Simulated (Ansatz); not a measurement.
Consider the atomization: `BN(C=C)[SiH2]C` → B• + 3 C• + 10 H• + N• + Si•.

Computed with Ansatz on PBE0-D4/def2-TZVP structures; ΔE is electronic, products minus reactants. CCSD(T)/CBS adds triple-zeta CCSD(T) − MP2 to the extrapolated MP2 energy (def2 sets, frozen cores). This one scheme is used for every species, atoms too. For atomizations the MP2-based limit and the directly extrapolated one differ by several kJ/mol either way, and by 10 to 25 for some Ge, Se and Sn compounds, so smaller differences from it don't rank the levels. DFT in def2-TZVPP. B3LYP here is the variant with VWN-RPA as its local correlation; programs differ in this. HSE06 is defined as in plane-wave codes. Open shells (•) are unrestricted, without spin–orbit coupling. Spin–orbit coupling would lower the free atoms: a little for B, C, Si. Each species was taken in one conformer, which may not be the lowest.

`BN(C=C)[SiH2]C`:

Z-matrix (Å, degrees):
```
Si
C 1 1.863
N 1 1.773 2 111.2
H 1 1.480 2 111.0 3 -118.0
H 1 1.487 2 110.5 3 120.6
H 2 1.092 1 110.4 3 62.6
H 2 1.091 1 111.7 3 -57.8
H 2 1.093 1 110.1 3 -178.1
C 3 1.404 1 120.0 2 70.3
B 3 1.407 1 120.4 2 -107.7
C 9 1.329 3 126.7 1 3.2
H 9 1.086 3 113.2 1 -176.9
H 10 1.198 3 119.0 1 178.1
H 10 1.195 3 119.4 1 -1.7
H 11 1.081 9 119.6 3 179.8
H 11 1.084 9 123.3 3 0.7
```

| level | ΔE (eV) | difference from CCSD(T)/CBS |
| --- | --- | --- |
| LDA (SPW92) | 71.85 | 8.35 |
| PBE-D4 | 64.62 | 1.12 |
| revPBE-D4 | 63.31 | -0.19 |
| BLYP-D4 | 63.62 | 0.12 |
| r2SCAN-D4 | 63.74 | 0.24 |
| B97M-V | 63.79 | 0.29 |
| PBE0-D4 | 63.84 | 0.34 |
| B3LYP-D4 | 63.91 | 0.41 |
| r2SCANh-D4 | 63.47 | -0.03 |
| HSE06-D4 | 63.88 | 0.38 |
| CAM-B3LYP-D4 | 64.10 | 0.60 |
| ωB97X-V | 63.79 | 0.29 |
| ωB97M-V | 63.87 | 0.37 |
| B2PLYP | 63.09 | -0.41 |
| PBE-QIDH | 63.32 | -0.18 |
| PBE | 64.24 | 0.74 |
| revPBE | 62.14 | -1.36 |
| BLYP | 62.79 | -0.71 |
| r2SCAN | 63.64 | 0.14 |
| B3LYP | 63.29 | -0.21 |
| r2SCANh | 63.36 | -0.14 |
| r2SCAN0 | 62.96 | -0.54 |
| BHLYP | 62.05 | -1.45 |
| CAM-B3LYP | 63.77 | 0.27 |
| LC-ωPBE | 63.36 | -0.14 |
| HF/def2-SVP | 48.25 | -15.25 |
| MP2/def2-SVP | 60.91 | -2.59 |
| CCSD/def2-SVP | 59.90 | -3.60 |
| CCSD(T)/def2-SVP | 60.49 | -3.01 |
| HF/def2-TZVPP | 47.80 | -15.70 |
| MP2/def2-TZVPP | 62.67 | -0.83 |
| SCS-MP2/def2-TZVPP | 62.67 | -0.83 |
| CCSD/def2-TZVPP | 61.19 | -2.31 |
| CCSD(T)/def2-TZVPP | 62.01 | -1.49 |
| HF/def2-QZVPP | 47.88 | -15.62 |
| MP2/def2-QZVPP | 63.56 | 0.06 |
| SCS-MP2/def2-QZVPP | 63.68 | 0.18 |
| HF/CBS(def2) | 47.90 | -15.60 |
| MP2/CBS(def2) | 64.16 | 0.66 |
| CCSD/CBS(def2) | 62.68 | -0.82 |
| CCSD(T)/CBS | 63.50 | 0 |

(1) What do rigid-rotor, harmonic-oscillator terms from PBE0-D4/def2-TZVP frequencies (298.15 K, 1 bar) make of the CCSD(T)/CBS value? (Best estimate.)

Largest T1 diagnostic among the species: 0.014.

Answers

(1) Computed: ΔZPE = -3.42 eV, ΔH = +60.84 eV, ΔS = 1727 J/(mol·K), ΔG = +55.51 eV. Open shells count their whole term as degenerate.

From PBE to PBE0 (25 % exact exchange), in def2-TZVPP and without D4, ΔE moves by −0.73 eV: exact exchange takes away binding that semilocal exchange gives to molecules. The D4 term adds +0.61 eV with B3LYP and +0.33 eV with PBE0; it sums over pairs of atoms, weighted by their polarisabilities, and B3LYP, whose exchange is more repulsive, gets the larger term. At CCSD(T), def2-SVP lies −3.00 eV from the extrapolated value and def2-TZVPP −1.49 eV: correlation converges slowly with the basis, and small sets miss more of it in the bonded molecule than in its fragments.
